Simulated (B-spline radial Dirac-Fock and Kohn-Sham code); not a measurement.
## Gd²⁺ in Watson spheres of different radius

The computed values come from a radial B-spline solver: relaxed Dirac-Fock hole states (ΔSCF) with Breit and QED corrections and a finite nucleus. The ion, [Xe] 4f7 5d1, sits in a hollow sphere of charge Q = -2, a simple model of the Madelung potential. Inside the sphere an electron's potential energy is raised by the constant 14.40·|Q|/R eV, so binding energies fall by about that much as long as the orbitals stay inside.

```
radius (Å)  14.40 |Q|/R (eV)  1s (eV)  2s (eV)  2p1/2 (eV)  2p3/2 (eV)  3s (eV)  3p1/2 (eV)  3p3/2 (eV)  3d3/2 (eV)  3d5/2 (eV)  4s (eV)  4p1/2 (eV)  4p3/2 (eV)  4d3/2 (eV)  4d5/2 (eV)  4f (eV)  5s (eV)  5p1/2 (eV)  5p3/2 (eV)  5d (eV)
       1.6             18.00  50246.3   8391.1      7940.5      7252.7   1896.1      1701.8      1558.4      1227.1      1196.7    398.3       321.4       289.6       161.7       156.0    10.75    55.85       32.30       27.87     2.36
       1.8             16.00  50247.7   8392.5      7941.8      7254.1   1897.4      1703.2      1559.8      1228.5      1198.0    399.7       322.7       291.0       163.0       157.4    12.11    57.25       33.72       29.29     3.52
```

From the smallest to the largest radius 1s moves by +1.3 eV, while the constant potential alone would give +2.0 eV; the difference comes from charge outside the sphere and its screening.
